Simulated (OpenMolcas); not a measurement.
Ir5+ (d4) among equal point charges was computed by CASSCF with the d shell active (OpenMolcas, ANO-RCC-VDZP on the metal). Its lowest spin-free states, and all those of the highest spin:

```
2S+1  Degeneracy  E (cm-1)
   5           2       0.0
   5           2      2059
   5           1      5413
   3           1     15640
   3           2     18534
   3           1     19030
   3           1     19079
   3           2     19308
   3           2     20657
   3           2     22009
   3           2     22995
   3           1     23419
```

Question: Is the site octahedral, tetrahedral or cube-like, axial, or of lower symmetry?

Answer: The states with 2S+1 = 5 have orbital degeneracies 2, 2, 1. There are pairs but no triples, so the site is axial: not cubic, but with a proper or improper axis of order three or more. The run had Ir5+ among 6 point charges of -1.7 e arranged as a trigonal prism (D3h), 1.94 Å from the ion, with a polar angle of 55.5° against the regular 49.1°.

Spin-orbit coupling mixes the spin-free states strongly: the lowest level takes only 32 % from its leading state, 5E. Without dynamic correlation the repulsion within the d shell is too large (B by tens of per cent), so at a given field states of lower spin stand too high. Point charges give a weaker field than real ligands, and real ions of this kind are as a rule low spin; the high spin found here belongs to the model. Point charges carry no covalency, so the field is a model and not that of real ligands. No measured value stands beside these numbers.
